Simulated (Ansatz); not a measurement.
Si33BNH46, a doped nanocrystal cut from the lattice of silicon (B and N 2.4 A apart). Charge 0, multiplicity 3. Geometry PBE-D4/def2-SVP, that of the neutral singlet.

Cartesian coordinates in Å:
```
Si 0.360 5.322 0.813
Si -1.712 6.049 -2.455
Si 1.469 4.015 -2.357
Si -1.837 2.229 -3.175
Si 2.340 4.720 4.086
Si 3.220 2.924 0.795
Si 1.385 1.004 3.440
Si -3.883 0.210 -0.686
Si -2.006 -0.501 3.132
Si -0.285 1.391 0.193
Si 1.117 -0.146 -2.356
N 1.993 -0.645 0.420
Si -0.699 -1.918 -0.268
Si -2.278 -1.418 -3.709
Si 0.417 -4.153 -3.452
Si 0.885 -2.838 2.909
Si 2.294 -4.381 -0.207
Si 0.965 -6.730 2.478
Si -1.204 -5.820 -0.620
Si -1.675 6.096 -0.091
Si 0.305 5.469 3.163
Si 1.094 3.291 -0.139
Si -2.302 1.937 -0.888
Si -0.607 4.212 -3.441
Si -0.666 0.294 -3.836
Si -0.735 1.382 2.501
Si 3.006 2.677 3.124
Si 2.112 -0.922 2.296
Si -2.740 -1.705 -1.418
Si -1.227 -2.402 1.973
B 0.611 -0.353 -0.392
Si 0.165 -3.960 -1.110
Si -1.548 -3.484 -4.561
Si -1.216 -6.627 1.596
Si 2.089 -4.696 2.113
H 1.413 6.328 0.395
H -0.998 7.298 -2.912
H -3.140 6.135 -2.938
H 2.099 5.385 -2.253
H 2.420 3.129 -3.117
H -3.127 2.334 -3.955
H 3.405 5.749 3.793
H 2.240 4.562 5.584
H 4.193 4.022 0.442
H 3.811 1.639 0.234
H 1.345 0.563 4.886
H -5.067 0.493 -1.578
H -4.378 0.070 0.731
H -1.857 -0.728 4.619
H -3.468 -0.273 2.846
H 2.138 0.958 -2.543
H 1.823 -1.385 -2.870
H 2.649 0.134 0.210
H 2.440 -1.475 -0.016
H -3.530 -0.978 -4.433
H 1.594 -3.361 -3.955
H 0.690 -5.611 -3.738
H 0.906 -2.798 4.421
H 3.182 -3.174 -0.463
H 2.984 -5.553 -0.861
H 0.930 -7.047 3.953
H 1.735 -7.825 1.780
H -2.618 -5.529 -1.060
H -0.695 -6.964 -1.467
H -1.842 7.533 0.345
H -2.821 5.314 0.491
H 0.119 6.920 3.534
H -0.845 4.693 3.745
H -2.828 3.219 -0.291
H -0.412 4.511 -4.910
H -0.158 0.441 -5.252
H -1.359 2.646 3.036
H 4.299 2.197 3.745
H 3.601 -1.137 2.438
H -3.546 -2.963 -1.193
H -2.171 -3.561 2.170
H -1.320 -3.419 -6.051
H -2.614 -4.519 -4.293
H -2.069 -5.776 2.498
H -1.798 -8.020 1.590
H 3.440 -4.698 2.792
```

Single mean-field runs in def2-TZVP are fitted with def2-universal-jkfit. At PBE-D4/def2-TZVP the gap within one spin of the charge 0 triplet nearly closes, so an electron or hole may be smeared out by delocalisation error. At PBE0-D4/def2-TZVP a singlet of charge 0 lies 3.89 eV below the triplet at the same geometry.

Question: Estimate the α-spin orbital energies around the gap (eV) in Ansatz with PBE-D4/def2-TZVP, PBE0-D4/def2-TZVP.

Answer: 
| orbital | PBE-D4/def2-TZVP | PBE0-D4/def2-TZVP |
| --- | --- | --- |
| HOMO−5 | -6.30 | -7.30 |
| HOMO−4 | -6.28 | -7.22 |
| HOMO−3 | -6.21 | -7.14 |
| HOMO−2 | -6.19 | -7.11 |
| HOMO−1 | -6.09 | -6.99 |
| HOMO | -2.58 | -2.88 |
| LUMO | -2.39 | -1.72 |
| LUMO+1 | -2.30 | -1.63 |
| LUMO+2 | -2.28 | -1.62 |
| LUMO+3 | -2.24 | -1.57 |
| LUMO+4 | -2.10 | -1.45 |
| LUMO+5 | -2.06 | -1.36 |
| β HOMO | -6.04 | -6.93 |
| β LUMO | -6.00 | -5.72 |
